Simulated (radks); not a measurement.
Task: The table gives one normalised radial function P(r) = r R(r) (large component) of Ga16+ in [Ne] 3s2 3p3 (r in bohr). Method: Dirac Kohn-Sham, BLYP, spin-unpolarised, spherical densities, finite nucleus; open shells fill j = l - 1/2 first; Fermi nuclear charge, rms radius 3.9973 fm; computed with a radial shooting solver on a logarithmic mesh with Libxc functionals.

| r | P |
|---|---|
| 0.002031 | 0.1020 |
| 0.002842 | 0.1378 |
| 0.003946 | 0.1831 |
| 0.005521 | 0.2411 |
| 0.007726 | 0.3107 |
| 0.01081 | 0.3878 |
| 0.01501 | 0.4596 |
| 0.021 | 0.5079 |
| 0.02939 | 0.4943 |
| 0.04113 | 0.3703 |
| 0.05709 | 0.1034 |
| 0.07989 | -0.3073 |
| 0.1118 | -0.7258 |
| 0.1564 | -0.8726 |
| 0.2189 | -0.4536 |
| 0.3039 | 0.4717 |
| 0.4252 | 1.3611 |
| 0.595 | 1.4564 |
| 0.8327 | 0.8088 |
| 1.156 | 0.2260 |
| 1.617 | 0.0246 |

Which n and l does it have? It may be an empty orbital.

Result: n = 3, l = 0: the number of nodes gives n - l - 1 = 2, the rise at small r points to l (this Dirac orbital starts outside the nucleus as r^gamma with gamma = sqrt((l + 1)^2 - (Z/c)^2) = 0.97; the j = 1/2 orbital of l + 1 starts with the same power, but with a smaller coefficient, and then steepens), and the extent must fit the shell. The curve is that of 3s1/2. 3s1/2: eigenvalue -623.41 eV, 2 radial nodes at r = 0.0627, 0.261 bohr, <r> = 0.559 bohr, 90 % of the charge inside 0.813 bohr.
